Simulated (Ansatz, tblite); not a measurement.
Removing and adding an electron: perylene (C₂₀H₁₂). The state is a singlet with charge 0. Geometry: PBE-D4/def2-SVP. Ansatz, gas phase; energy differences of separate SCF runs; the oxidised species was run as a doublet alone; the reduced species was run as a doublet alone.

```xyz
32

C    -0.527    3.218    1.917
C    -1.561    2.455    2.437
C    -1.762    1.118    1.993
C    -2.820    0.324    2.520
C    -3.005   -0.977    2.079
C    -2.145   -1.526    1.105
C    -1.086   -0.793    0.551
C    -0.186   -1.364   -0.467
C    -0.334   -2.675   -0.941
C     0.528   -3.218   -1.916
C     1.562   -2.455   -2.437
C     1.761   -1.118   -1.994
C     2.819   -0.324   -2.521
C     3.004    0.978   -2.081
C     2.144    1.527   -1.106
C     1.087    0.793   -0.551
C     0.187    1.364    0.468
C     0.336    2.674    0.942
C    -0.880    0.558    0.996
C     0.880   -0.559   -0.996
H    -0.372    4.252    2.260
H    -2.241    2.869    3.198
H    -3.484    0.764    3.280
H    -3.823   -1.590    2.486
H    -2.323   -2.561    0.781
H    -1.142   -3.310   -0.552
H     0.374   -4.253   -2.258
H     2.241   -2.869   -3.198
H     3.483   -0.763   -3.281
H     3.821    1.591   -2.488
H     2.322    2.561   -0.782
H     1.143    3.309    0.554
```

The xTB rows come from tblite. Single mean-field runs in def2-TZVP are fitted with def2-universal-jkfit.

```csv
level,−HOMO (eV),vertical IE (eV),−LUMO (eV),vertical EA (eV),HOMO–LUMO gap (eV),IE − EA (eV),remarks
GFN2-xTB,9.63,11.67,7.82,5.80,1.81,5.86,–
PBE0-D4/def2-TZVP,5.41,6.73,2.23,1.03,3.17,5.70,HOMO above zero (-1 doublet)
```

Estimate the rows for GFN1-xTB, PBE-D4/def2-TZVP.


```csv
level,−HOMO (eV),vertical IE (eV),−LUMO (eV),vertical EA (eV),HOMO–LUMO gap (eV),IE − EA (eV),remarks
GFN1-xTB,10.63,12.62,8.83,6.84,1.80,5.78,–
PBE-D4/def2-TZVP,4.72,6.66,2.88,1.09,1.85,5.56,HOMO above zero (-1 doublet)
```

Relaxing the reduced species (PBE-D4/def2-SVP) changes its energy by -0.02 eV at PBE-D4/def2-TZVP, so the adiabatic electron affinity to this nearest minimum is 1.11 eV. At PBE0-D4/def2-TZVP that geometry lies 0.03 eV above the vertical one, so it gives no adiabatic value. The highest occupied level of the relaxed charge -1 doublet lies above zero (up to 0.68 eV). By energy differences its removal costs 1.11 eV (each at its own geometry, to the charge 0 singlet, at PBE-D4/def2-TZVP); self-interaction error and the lack of diffuse functions both raise the level.  Run but left out: HF/def2-TZVP (singlet: restricted singlet, unstable in another Hartree–Fock run and untested here).   A HOMO above zero means that the electron is unbound at that level or that self-interaction error raises the level; the energy of removing that electron tells which. Raw xTB energy differences between charge states are shifted by several eV; the methods need an empirical correction for them. Sets without diffuse functions give affinities that are too small.
